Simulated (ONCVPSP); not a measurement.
# lithium, ONCV: configuration errors across variants

```json
{
  "Element": "Li (Z = 3)",
  "Generator": "ONCVPSP 4.0.1",
  "Type": "optimised norm-conserving Vanderbilt (ONCV)",
  "Functional": "PBEsol",
  "Relativity": "scalar-relativistic",
  "Frozen core": "none",
  "Valence charge": "3",
  "Reference configuration": "1s2 2s1",
  "Partial waves": "1s+2s: rc 0.95 bohr, ncon 5, nbas 10, qcut 15.6 1/bohr, 2 projectors; p scattering state at 0.34 Ha: rc 1.00 bohr, ncon 5, nbas 9, qcut 7.6 1/bohr, 2 projectors, debl 0.7 Ha; d scattering state at 0.45 Ha: rc 0.75 bohr, ncon 3, nbas 8, qcut 12.8 1/bohr, 2 projectors, debl 0.7 Ha",
  "Local potential": "polynomial inside 0.50 bohr (lpopt 5, dvloc0 -1 Ha)",
  "Core correction": "none"
}
```

All-electron excitation energies from the reference (eV): (1) 1s2 2s0 5.187; (2) 1s2 2s0.5 2.013; (3) 1s2 2s0 2p1 1.761; (4) 1s1 2s1 67.777.

2 further variants failed, have other tests or another functional or relativity, and are left out.

Errors AE − PS in meV (a dash: test not solved or not reliable):

```tsv
change	(1)	(2)	(3)	(4)	bound ghosts	GHOST(+) flags above zero
base	+0.1	0.0	+0.2	+268	none	p
d: nproj 1	+0.1	0.0	+0.2	+268	none	p
local potential polynomial inside 0.55 bohr (lpopt 5, dvloc0 0 Ha)	+0.1	0.0	+0.2	+268	none	p
d: qcut 7.8	+0.1	0.0	+0.2	+268	none	p, d
all radii scaled by about 0.90 (s 0.86, p 0.90, d 0.68 bohr); local potential polynomial inside 0.46 bohr (lpopt 5, dvloc0 -1 Ha)	+0.1	0.0	+0.1	+212	none	p
p: rc 0.9	+0.1	0.0	+0.2	+268	none	p
s: qcut 17.3; p: qcut 8.4; d: qcut 14.2	+0.1	0.0	+0.1	+239	none	none
local potential polynomial inside 0.50 bohr (lpopt 5, dvloc0 2.5 Ha)	+0.1	0.0	+0.2	+268	none	p
p: qcut 7.5	+0.1	0.0	+0.2	+268	none	p
d: debl 3.5	+0.1	0.0	+0.2	+268	none	p
```

**Question.** Give the same row for: s: ncon 4, nbas 9.

**Answer.** +0.2, 0.0, +0.2, +310; bound ghosts: none; GHOST(+) flags above zero: p.
